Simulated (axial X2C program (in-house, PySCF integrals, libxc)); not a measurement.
Results of a calculation; reference values are marked as such.
## SnB⁻: input and output

Program: an in-house all-electron X2C program for linear molecules (integrals from PySCF).

Input file and command:
```json
{
 "zs": [
  50,
  5
 ],
 "q": -1,
 "bas": [
  "dyall-acv3z",
  "dyall-av3z"
 ],
 "levels": [
  "PBE0",
  "HF",
  "M06"
 ],
 "cc": true,
 "r0": 2.25,
 "thr": -1.0,
 "nmax": 90,
 "npts": 10,
 "nst": 2,
 "ntry": 6
}
```
```bash
python so2c.py task.json out
```

Keys: zs atomic numbers; q charge; bas basis sets; levels methods; cc coupled cluster on or off; r0 starting distance in Å; thr threshold in hartree for freezing inner shells (an s shell follows its p shell); nmax most natural virtual spinors; npts points on the curve; nst determinants followed; ntry starts of the search. HF also brings MP2.

Output of the HF step, two-component, at R = 2.126 Å for the state Ω = 2. It starts from PBE0 orbitals of this distance.

```
two-component X2C + atomic mean field  HF
basis functions 203  fitting functions 1043  grid points 5079
iter        total energy     max residual
   1      -6195.814755440     1.96e-01
   2      -6195.838549308     6.53e-03
   3      -6195.840370817     8.22e-03
   4      -6195.841152560     4.52e-03
   5      -6195.841767053     4.63e-03
   6      -6195.842380399     4.26e-03
   7      -6195.843095071     3.92e-03
   8      -6195.844224828     2.77e-03
   9      -6195.845515915     8.53e-04
  10      -6195.845493301     1.14e-03
  11      -6195.845574205     3.89e-04
  12      -6195.845584267     4.91e-04
  13      -6195.845589740     3.05e-04
  14      -6195.845593714     1.49e-04
  15      -6195.845594395     1.35e-04
  16      -6195.845595176     7.73e-05
  17      -6195.845595552     1.60e-05
  18      -6195.845595588     1.30e-05
  19      -6195.845595607     1.11e-05
  20      -6195.845595624     8.88e-06
  21      -6195.845595641     5.82e-06
  22      -6195.845595648     3.21e-06
  23      -6195.845595650     1.70e-06
converged
one-electron -8651.82335333  Coulomb 2565.15566323  exact exchange -167.88478279  xc functional 0.00000000  nuclear repulsion 62.22685923  atomic mean-field constant -3.51998199
correlated 8  virtual 300  natural virtual 90  E(MP2) -0.150821171  MP2 remainder -0.005920284
iter   CCSD correlation   residual
   1     -0.159701210   1.42e-01
   2     -0.167689245   7.55e-02
   3     -0.170890821   4.66e-02
   4     -0.173439736   3.04e-02
   5     -0.174420021   1.36e-02
   6     -0.174683607   5.86e-03
   7     -0.174786859   2.92e-03
   8     -0.174782690   1.51e-03
   9     -0.174778695   7.08e-04
  10     -0.174779556   2.95e-04
  11     -0.174779790   1.39e-04
  12     -0.174779649   7.17e-05
  13     -0.174780003   4.85e-05
  14     -0.174780683   3.28e-05
  15     -0.174781580   2.04e-05
  16     -0.174781868   1.09e-05
  17     -0.174781913   5.84e-06
  18     -0.174781828   3.38e-06
  19     -0.174781805   1.77e-06
  20     -0.174781787   9.10e-07
(T) -0.013010439  T1 0.1045  D1 0.2007  max T2 0.093
```
Energies are in hartree; totals compare only within one Hamiltonian and basis. T1 is large, a sign of multireference character or of a spin-contaminated reference. T1 in the output is the amplitude norm over the root of the electron number; divide by √2 for the Lee–Taylor value. The determinant is spin-polarised beyond a pure state at some levels (its spin-free form has ⟨S²⟩ too high), which makes Re and μ there less reliable.
